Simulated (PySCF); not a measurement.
## Mayer bond orders and bond lengths

Species: butyl acetate, C₆H₁₂O₂.
Atom-mapped SMILES: `[CH3:1][CH2:2][CH2:3][CH2:4][O:5][C:6]([CH3:7])=[O:8]` (hydrogens: H9, H10, H11 on C1; H12, H13 on C2; H14, H15 on C3; H16, H17 on C4; H18, H19, H20 on C7)

Geometry (GFN2-xTB, Å), atoms numbered from 1 in this order:
```xyz
20
C6H12O2 angstrom
C     -2.8537   -0.2220    0.2546
C     -2.1042    0.9724   -0.3248
C     -0.6002    0.9187   -0.0629
C      0.0801   -0.2485   -0.7744
O      1.5014   -0.1599   -0.6611
C      2.0595   -0.6758    0.4386
C      3.5568   -0.5098    0.4118
O      1.4413   -1.2145    1.3183
H     -3.9272   -0.0674    0.1749
H     -2.6032   -0.3544    1.3043
H     -2.6039   -1.1363   -0.2768
H     -2.4938    1.8877    0.1255
H     -2.2848    1.0296   -1.4007
H     -0.1378    1.8467   -0.4084
H     -0.4174    0.8271    1.0097
H     -0.1274   -0.2265   -1.8466
H     -0.2458   -1.2009   -0.3466
H      3.8452    0.1867   -0.3685
H      4.0114   -1.4798    0.2210
H      3.8987   -0.1621    1.3830
```

Bond orders from the PBE0/pcSseg-1 density (PySCF). Geometry: GFN2-xTB, one conformer, isolated molecule.

**Question.** Where do the orders between heavy atoms depart from those drawn in the SMILES?

**Answer.** The largest departure is 0.164, at C4–O5 (drawn single, 0.836). Drawn single, order below 0.88: C4–O5 (0.836).

**Question.** Set the Mayer orders of the bonds between heavy atoms beside their lengths.

**Answer.** 
| bond | drawn as | length (Å) | Mayer order |
| --- | --- | --- | --- |
| C1–C2 | single | 1.524 | 1.046 |
| C2–C3 | single | 1.528 | 1.049 |
| C3–C4 | single | 1.527 | 1.030 |
| C4–O5 | single | 1.429 | 0.836 |
| O5–C6 | single | 1.337 | 1.108 |
| C6–C7 | single | 1.507 | 0.991 |
| C6–O8 | double | 1.203 | 1.944 |

Bonds between the same two heavy elements. C–C: lowest C6–C7 (0.991, 1.507 Å), highest C2–C3 and C1–C2 (1.049, 1.528 Å); in 3 of the 6 pairs the longer bond (by over 0.003 Å) has the higher order (by 0.02 or more). C–O: lowest C4–O5 (0.836, 1.429 Å), highest C6–O8 (1.944, 1.203 Å). Bonds named together lie within 0.004.

**Question.** And the bonds to hydrogen?

**Answer.** C–H: 0.94 to 0.97 (12 bonds).

**Question.** Sum the orders of all bonds at each heavy atom with more than one neighbour and set the sums beside the valence in the SMILES.

**Answer.** C1 3.946 (drawn 4), C2 4.000 (drawn 4), C3 3.969 (drawn 4), C4 3.755 (drawn 4), O5 1.944 (drawn 2), C6 4.043 (drawn 4), C7 3.847 (drawn 4). Orders between atoms that aren't bonded are not in these sums.

For a closed shell the Mayer order of atoms A and B is Σ (PS)μν (PS)νμ over the basis functions μ on A and ν on B, with P the density and S the overlap matrix.
